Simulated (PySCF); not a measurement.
PySCF 2.14 output of a UHF calculation on a single atom or ion in aug-cc-pCVTZ-DK with one added diffuse shell each of s, p, d, f type (9s8p6d4f, 91 functions), with the spin-free X2C one-electron Hamiltonian (Gaussian nucleus):

```
SCF conv_tol = 1e-09
number electrons alpha = 10  beta = 5
cycle= 1 E= -397.569071951368  delta_E= -4.76e-11  |g|= 1.33e-06  |ddm|= 0.000135
converged SCF energy = -397.569071951368  <S^2> = 8.7500946  2S+1 = 6.0000315
```

The run itself started from symmetry-adapted Hartree-Fock orbitals and held the occupation by maximum overlap, so the iterations belong to that start.

Task: Which element, charge and spin multiplicity is this?

Result: S⁺ (sulfur, charge +1), multiplicity 6; the state was [Ne] 3s1 3p3 4s1, high-spin 6S determinant (an excited configuration).

The outer electron is Rydberg-like, and this basis confines it to a smaller radius and binds it less than a complete one would.
